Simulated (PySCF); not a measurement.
Computed IR spectrum (relative IR intensity) of a molecule C₄H₄OSe. Geometry optimised at B3LYP-D3(BJ)/def2-SVP. Other conformers were not sampled. Method: B3LYP-D3(BJ)/def2-SVP in PySCF. Frequencies are harmonic and unscaled.

ν (cm⁻¹): 91 (vw), 419 (vw), 561 (vw), 685 (vw), 778 (vw), 847 (w), 912 (w), 1151 (w), 1174 (s), 1388 (w), 1409 (vw), 1684 (m), 1872 (vs), 3083 (vw) (against the strongest line: vs over 80 %, s over 45 %, m over 15 %, w over 4 %, vw less)

Pick the molecule that these values belong to.
A. C=C1[Se]CC1=O
B. C#CC[Se]C=O
C. C#C[C@@H]1OC[Se]1
D. Oc1cc[se]c1

A, C=C1[Se]CC1=O
